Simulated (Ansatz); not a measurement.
C$_{3}$H$_{11}$NSn (`[CH3][Sn]([CH3])([CH3])[NH2]`). Total charge 0; spin multiplicity 1. Sn takes the def2 core potential.

Z-matrix (Å, degrees):
```
C
Sn 1 2.151
H 1 1.091 2 110.2
H 1 1.091 2 110.2 3 119.9
H 1 1.092 2 110.4 3 -120.0
C 2 2.139 1 110.8 3 -177.4
C 2 2.139 1 110.7 3 56.9
N 2 2.042 1 112.6 3 -60.3
H 6 1.091 2 110.6 1 -62.3
H 6 1.090 2 109.6 1 177.5
H 6 1.091 2 110.4 1 57.8
H 7 1.090 2 109.6 1 -178.5
H 7 1.091 2 110.6 1 61.4
H 7 1.091 2 110.3 1 -58.7
H 8 1.012 2 114.0 1 -61.8
H 8 1.012 2 114.0 1 61.5
```

Task: List the harmonic frequencies (cm⁻¹, unscaled) at PBE0-D4/def2-TZVP in Ansatz. (Best estimate.)

Result: Computed: 69, 75, 87, 102, 130, 136, 140, 160, 165, 512, 528, 534, 543, 607, 672, 698, 714, 779, 780, 781, 837, 1216, 1221, 1228, 1447, 1449, 1451, 1455, 1456, 1461, 1569, 3057, 3062, 3063, 3150, 3153, 3154, 3154, 3160, 3160, 3538, 3632.

Task: Is this a minimum?

Result: Yes, all 42 modes are real.

Task: Give the ideal-gas thermochemistry at 298.15 K and 1 bar (rigid rotor, harmonic oscillator; point group Cs, symmetry number 1).

Result: Zero-point energy 348.6 kJ/mol; H(298) − E = 379.6 kJ/mol; entropy 429.9 J/(mol·K), of which translation 173.6, rotation 114.8, vibration 141.5; G(298) − E = 251.5 kJ/mol. Modes under 100 cm⁻¹ are hindered rotations or soft bends, so the harmonic entropy is rough.
